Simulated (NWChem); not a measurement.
SnH₃O₂F; SMILES [OH][SnH]([F])[OH]

```xyz
7

Sn     0.0006    -0.0332    -0.2519
O     -0.1951    -1.8167     0.5404
O      1.6148     0.8326     0.4700
F     -1.4105     1.0978     0.4455
H     -0.1016    -0.1490    -1.9378
H      0.0292    -1.8279     1.4790
H      1.3797     1.6316     0.9593
```
Atoms are numbered in this order, from 1.

Structure relaxed at the PBE0/def2-SVP level. No frequency run checked for a minimum. B3LYP is NWChem's, with the RPA form of VWN correlation. def2 effective core potentials on Sn; no spin-orbit coupling.

### Question
List the 4 lowest vertical singlet excitations from B3LYP/def2-SVPD with def2 effective core potentials on Sn, TDA (NWChem).

### Answer
```csv
state,energy (eV),oscillator strength,leading excitation (squared amplitude)
S1,5.94,0.048,HOMO → LUMO (0.91)
S2,6.09,0.029,HOMO−1 → LUMO (0.93)
S3,6.94,0.105,HOMO−2 → LUMO (0.82)
S4,7.23,0.029,HOMO−3 → LUMO (0.61)
```
